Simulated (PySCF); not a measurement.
Compound: C₂F₄O.
Atom-mapped SMILES: `[O:1]=[C:2]([F:3])[C:4]([F:5])([F:6])[F:7]`

Method used: PBE0-D3(BJ)/def2-SVP geometry optimisation, gas phase (PySCF).

Question: What internal coordinates does the optimisation give?

Answer: 
```csv
bond,length (Å),order
O1=C2,1.175,double
C2–F3,1.323,single
C2–C4,1.537,single
"C4–F5, C4–F6",1.328,single
C4–F7,1.317,single
```

Bonds in one row agree within 0.01 Å and their mean is given. Orders are formal, as drawn. A selection of angles:
```csv
angle,degrees
O1–C2–F3,124.1
O1–C2–C4,126.3
F3–C2–C4,109.6
C2–C4–F5,109.8
F5–C4–F6,108.8
```

Torsions: O1–C2–C4–F5 -123° (anticlinal).

Whether it is a minimum is left open (no frequencies).

Time: 25 s wall; peak memory 0.40 GiB. Hardware: one thread, Arm Neoverse V1 (aarch64), no GPU, shared host with 32 logical CPUs at a one-minute load of 14. That covers the optimisation of the geometry.
